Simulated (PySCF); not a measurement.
Identify the unknown among the candidates.

All candidates are C7H14N2Si.

* 13C NMR: chemical shifts (computed TMS as zero) by class: 168.2 (1 C), 86.8 (1 C), 77.2 (1 C), 57.3 (1 C), 40.5 (1 C), 38.1 (1 C), 31.9 (1 C) ppm [GIAO PBE0/pcSseg-1]
* 1H NMR: chemical shifts (computed TMS as zero) by class: 8.09 (1 H), 4.67 (3 H), 3.61 (3 H), 3.50 (1 H), 2.77 (1 H), 2.45 (1 H), 1.97 (1 H), 1.51 (1 H), 1.07 (1 H), -0.57 (1 H) ppm [GIAO PBE0/pcSseg-1]
* Rotational structure: rotational constants A, B, C: 1.077, 0.747, 0.475 GHz [GFN2-xTB]
* Dipole: 2.37 D [PBE0/pcSseg-1]
* NMR, other nuclei: isotropic shieldings of nuclei other than C and H, by class: -108 (1 N), 232 (1 N), 408 (1 Si) ppm [GIAO PBE0/pcSseg-1]

Electronic properties: PySCF, gas phase, density fitting. Levels stand in brackets. Geometry: GFN2-xTB, one conformer, isolated molecule. GFN2-xTB frequencies show an imaginary mode (62i cm⁻¹), so this geometry is no minimum at that level. NMR classes are plain means over equivalent atoms (diastereotopic ones count apart unless rotation or inversion swaps them), as if these changed places fast.

**Question.** Which candidate is it?
A. `Cn1cc([Si](C)(C)C)cn1`
B. `C=C([SiH2]N)N(C)CC#CC`
C. `CCCc1cncn1[SiH2]C`
D. `C#CC[C@@H](C/C=N\C)N[SiH3]`

**Answer.** D. It is `C#CC[C@@H](C/C=N\C)N[SiH3]`. Numbering: `[CH:1]#[C:2][CH2:3][C@@H:4]([CH2:5]/[CH:6]=[N:7]\[CH3:8])[NH:9][SiH3:10]`. Its formula, C7H14N2Si, gives 3 degrees of unsaturation: 0 rings and 3 π bonds in the structure found. 7 carbons fall into 7 classes; from least to most shielded: imine carbon [C6] (168.2 ppm), alkyne carbon [C2] (86.8 ppm), terminal alkyne carbon [C1] (77.2 ppm), sp3 carbon bound to nitrogen [C4] (57.3 ppm), N-methyl carbon [C8] (40.5 ppm), chain CH2 carbon [C5] (38.1 ppm), propargylic carbon [C3] (31.9 ppm). Hydrogen classes from least to most shielded: 1 H on an imine carbon, C6 (8.09 ppm), 3 H on an SiH3 silicon, Si10 (4.67 ppm), 3 H on an N-methyl carbon, C8 (3.61 ppm, a mean of values up to 0.9 ppm apart in this geometry), 1 H on a chain CH2 carbon, C5 (3.50 ppm), 1 H on a propargylic carbon, C3 (2.77 ppm), 1 H on an sp3 carbon bound to nitrogen, C4 (2.45 ppm), 1 H on a propargylic carbon, C3 (1.97 ppm), 1 H on a terminal alkyne carbon, C1 (1.51 ppm), 1 H on a chain CH2 carbon, C5 (1.07 ppm), 1 H on a silicon-bound nitrogen, N9 (-0.57 ppm). The other shieldings belong to: -108 ppm, imine nitrogen [N7]; 232 ppm, silicon-bound nitrogen [N9]; 408 ppm, SiH3 silicon [Si10]. The optimised geometry has point group C1 and is an asymmetric top.

The others, at the same levels:
- `CCCc1cncn1[SiH2]C` fails: its computed 13C shifts are 142.9 (1 C), 139.9 (1 C), 135.4 (1 C), 32.6 (1 C), 32.4 (1 C), 16.9 (1 C), -0.9 (1 C) ppm, 1H shifts are 7.16 (1 H), 7.15 (1 H), 5.18 (2 H), 2.56 (2 H), 1.56 (2 H), 1.10 (3 H), 0.40 (3 H) ppm and rotational constant A is 1.286 GHz (against 1.077 GHz).
- `Cn1cc([Si](C)(C)C)cn1` fails: it has 5 carbon classes against 7; its computed 13C shifts are 148.4 (1 C), 137.8 (1 C), 118.8 (1 C), 39.3 (1 C), 0.3 (3 C) ppm, 1H shifts are 7.63 (1 H), 7.11 (1 H), 3.95 (3 H), 0.19 (9 H) ppm and rotational constant A is 2.150 GHz (against 1.077 GHz).
- `C=C([SiH2]N)N(C)CC#CC` fails: its computed 13C shifts are 159.8 (1 C), 94.2 (1 C), 87.5 (1 C), 84.7 (1 C), 45.0 (1 C), 37.3 (1 C), 4.6 (1 C) ppm, 1H shifts are 4.86 (2 H), 4.14 (1 H), 4.06 (1 H), 3.77 (2 H), 2.74 (3 H), 2.03 (3 H), 0.74 (2 H) ppm and rotational constant A is 1.451 GHz (against 1.077 GHz).

Each candidate is one conformer, not necessarily the lowest. The conformers computed, where there is a choice (atom-mapped SMILES and torsion angles):
- `[CH:1]#[C:2][CH2:3][C@@H:4]([CH2:5]/[CH:6]=[N:7]\[CH3:8])[NH:9][SiH3:10]`: C2–C3–C4–C5 64°, C3–C4–C5–C6 -172°, C4–C5–C6–N7 134°, C3–C4–N9–Si10 92°
- `[CH3:1][CH2:2][CH2:3][c:4]1[cH:5][n:6][cH:7][n:8]1[SiH2:9][CH3:10]`: C1–C2–C3–C4 179°, C2–C3–C4–C5 -88°, C7–N8–Si9–C10 -98°
- `[CH3:1][n:2]1[cH:3][c:4]([Si:5]([CH3:6])([CH3:7])[CH3:8])[cH:9][n:10]1`: C3–C4–Si5–C6 0°
- `[CH2:1]=[C:2]([SiH2:3][NH2:4])[N:5]([CH3:6])[CH2:7][C:8]#[C:9][CH3:10]`: C1–C2–Si3–N4 -132°, C1–C2–N5–C6 6°, C2–N5–C7–C8 -116°, H–N4–Si3–C2 71°, H–N4–Si3–C2 -62°
